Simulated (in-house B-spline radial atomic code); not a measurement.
Inner levels of tin as electrons are removed. A shift is the extra binding of the orbital against the neutral atom ([Kr] 4d10 5s2 5p1/2(2)). The density at the nucleus is averaged over the nuclear charge. Computed with a B-spline radial code for spherical atoms: Dirac-Hartree-Fock, jj configuration that fills j = l - 1/2 first, finite nuclei.

A number in brackets counts the electrons of a j subshell.

| ion | configuration | shift of 1s1/2 (eV) | shift of 2p1/2 (eV) | shift of 3d5/2 (eV) | radius of 1s1/2 (bohr) | radius of 2p1/2 (bohr) | radius of 3d5/2 (bohr) | Σ<r²> (bohr²) | change of density at nucleus (bohr⁻³) |
| --- | --- | --- | --- | --- | --- | --- | --- | --- | --- |
| Sn | [Kr] 4d10 5s2 5p1/2(2) | 0 | 0 | 0 | 0.029048 | 0.1059 | 0.31498 | 61.578 | - |
| Sn+ | [Kr] 4d10 5s2 5p1/2(1) | 8.0909 | 8.0349 | 8.0366 | 0.029048 | 0.1059 | 0.31498 | 45.551 | 6.639 |
| Sn2+ | [Kr] 4d10 5s2 | 17.807 | 17.641 | 17.639 | 0.029048 | 0.10591 | 0.31497 | 34.836 | 14.569 |
| Sn3+ | [Kr] 4d10 5s1 | 29.899 | 29.62 | 29.593 | 0.029048 | 0.10591 | 0.31495 | 28.125 | -20.941 |
| Sn4+ | [Kr] 4d10 | 43.011 | 42.587 | 42.514 | 0.029048 | 0.1059 | 0.31492 | 22.514 | -66.773 |
| Sn5+ | [Kr] 4d3/2(4) 4d5/2(5) | 64.975 | 64.885 | 64.146 | 0.029048 | 0.10591 | 0.31519 | 20.289 | -54.772 |
| Sn6+ | [Kr] 4d3/2(4) 4d5/2(4) | 88.472 | 88.742 | 87.165 | 0.029048 | 0.10591 | 0.3151 | 18.328 | -40.703 |
| Sn7+ | [Kr] 4d3/2(4) 4d5/2(3) | 113.44 | 114.09 | 111.49 | 0.029048 | 0.1059 | 0.31496 | 16.574 | -24.625 |
| Sn8+ | [Kr] 4d3/2(4) 4d5/2(2) | 139.82 | 140.87 | 137.06 | 0.029048 | 0.1059 | 0.31478 | 14.988 | -6.59 |
| Sn9+ | [Kr] 4d3/2(4) 4d5/2(1) | 167.58 | 169.05 | 163.82 | 0.029048 | 0.1059 | 0.31456 | 13.541 | 13.355 |
| Sn10+ | [Kr] 4d3/2(4) | 196.68 | 198.6 | 191.74 | 0.029049 | 0.1059 | 0.31428 | 12.214 | 35.177 |
| Sn11+ | [Kr] 4d3/2(3) | 227.41 | 229.27 | 221.45 | 0.029049 | 0.10589 | 0.31385 | 11.002 | 59.471 |
| Sn12+ | [Kr] 4d3/2(2) | 259.45 | 261.21 | 252.3 | 0.029049 | 0.10587 | 0.31337 | 9.8787 | 85.6 |
| Sn13+ | [Kr] 4d3/2(1) | 292.79 | 294.41 | 284.24 | 0.029049 | 0.10586 | 0.31284 | 8.8328 | 113.55 |
| Sn14+ | [Ar] 3d10 4s2 4p6 | 327.4 | 328.85 | 317.28 | 0.029049 | 0.10584 | 0.31225 | 7.8564 | 143.31 |
| Sn15+ | [Ar] 3d10 4s2 4p1/2(2) 4p3/2(3) | 366.27 | 366.36 | 352.15 | 0.029049 | 0.10582 | 0.31162 | 7.0179 | 181.53 |
| Sn16+ | [Ar] 3d10 4s2 4p1/2(2) 4p3/2(2) | 406.22 | 404.84 | 387.82 | 0.029048 | 0.1058 | 0.31095 | 6.2185 | 221.28 |
| Sn17+ | [Ar] 3d10 4s2 4p1/2(2) 4p3/2(1) | 447.25 | 444.3 | 424.26 | 0.029048 | 0.10578 | 0.31025 | 5.4555 | 262.58 |
| Sn18+ | [Ar] 3d10 4s2 4p1/2(2) | 489.36 | 484.71 | 461.46 | 0.029047 | 0.10575 | 0.30952 | 4.7263 | 305.44 |
| Sn19+ | [Ar] 3d10 4s2 4p1/2(1) | 533.6 | 525.99 | 500.24 | 0.029046 | 0.10575 | 0.30874 | 4.0522 | 339.33 |
| Sn20+ | [Ar] 3d10 4s2 | 578.98 | 568.22 | 539.81 | 0.029045 | 0.10574 | 0.30793 | 3.4076 | 374.18 |
| Sn21+ | [Ar] 3d10 4s1 | 624.64 | 611.86 | 580.3 | 0.029045 | 0.10572 | 0.30709 | 2.8075 | -93.042 |
| Sn22+ | [Ar] 3d10 | 671.25 | 656.35 | 621.46 | 0.029045 | 0.1057 | 0.30623 | 2.2297 | -585.23 |
| Sn23+ | [Ar] 3d3/2(4) 3d5/2(5) | 757.84 | 743.53 | 692.82 | 0.029045 | 0.10565 | 0.30193 | 2.0718 | -498.47 |
